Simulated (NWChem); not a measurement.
Molecule: B3H2O3, doublet; SMILES O1BOBO[B]1

All runs: NWChem. Pople sets run with spherical d functions. Spin-unrestricted. In the optimisation the excess spin sits in a1 (C2v, its own frame). All runs use the structure optimised with B3LYP/6-31G* (spherical d), spin-unrestricted. No stability test was run on the SCF state.

Problem. Taking CAM-B3LYP/6-311++G** as the yardstick, which of these has the fewest basis functions while keeping “highest occupied level (eV)” within 0.2 eV of it: CAM-B3LYP/6-31+G*; CAM-B3LYP/3-21G; CAM-B3LYP/6-31G*; CAM-B3LYP/6-311G**; CAM-B3LYP/STO-3G?

Solution. CAM-B3LYP/6-31+G*.
```
level                 basis functions  highest occupied level (eV)  relative time (rough)
--------------------  ---------------  ---------------------------  ---------------------
CAM-B3LYP/STO-3G                   32                        -5.07                      1
CAM-B3LYP/3-21G                    58                        -7.76                      2
CAM-B3LYP/6-31G*                   88                        -7.69                     10
CAM-B3LYP/6-31+G*                 112                        -7.98                     20
CAM-B3LYP/6-311G**                120                        -7.90                     20
CAM-B3LYP/6-311++G**              146                        -8.01                     50
```

The yardstick is one finite set, not the basis-set limit.
